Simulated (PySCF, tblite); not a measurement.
Isomers of [C7H18P]+ (charge +1), one GFN2-xTB conformer each. Single-point energies are computed at PBE0/pcSseg-1 (PySCF, gas phase, no added dispersion term), electronic only.

Question: Rank them by PBE0/pcSseg-1 energy, lowest first (kcal/mol).
A. `[CH3:1][CH2:2][PH+:3]([CH2:4][CH3:5])[CH:6]([CH3:7])[CH3:8]` (charge +1) with C1–C2–P3–C4 66°, C2–P3–C4–C5 -176°, C2–P3–C6–C7 -58°
B. `[CH3:1][PH+:2]([CH3:3])[CH2:4][C:5]([CH3:6])([CH3:7])[CH3:8]` (charge +1) with C1–P2–C4–C5 -146°

Answer: B (0.0), A (0.7).

As drawn, the lower has a quaternary carbon, which the higher lacks. Neighbours under 5.0 kcal/mol apart (C[PH+](C)CC(C)(C)C and CC[PH+](CC)C(C)C) can change places with a better method, another conformer or zero-point energy. GFN2-xTB itself gives, in the same order: 0.0, 5.6. Both levels put the same isomer lowest.

Which frontier levels and rotational constants go with these structures?

```
            SMILES  HOMO (eV, PBE0/pcSseg-1)  LUMO (eV)       A, B, C (MHz)
C[PH+](C)CC(C)(C)C                    -13.04      -3.75  2634, 993.4, 885.9
  CC[PH+](CC)C(C)C                    -13.48      -3.58   1583, 1362, 904.2
```

What happens when harmonic zero-point energies from GFN2-xTB frequencies are added?

```json
{"SMILES": "C[PH+](C)CC(C)(C)C", "ZPE (kcal/mol)": "144.9", "electronic (kcal/mol)": "0.0", "with ZPE (kcal/mol)": "0.0"}
{"SMILES": "CC[PH+](CC)C(C)C", "ZPE (kcal/mol)": "145.5", "electronic (kcal/mol)": "0.7", "with ZPE (kcal/mol)": "1.2"}
```

The zero-point energies span 0.6 kcal/mol. The order is unchanged.

As an exercise, what shares would exp(−E/RT) give at 2000 K from these electronic energies alone (no entropy, no degeneracies)?

RT = 3.974 kcal/mol: C[PH+](C)CC(C)(C)C 54.1 %, CC[PH+](CC)C(C)C 45.9 %.
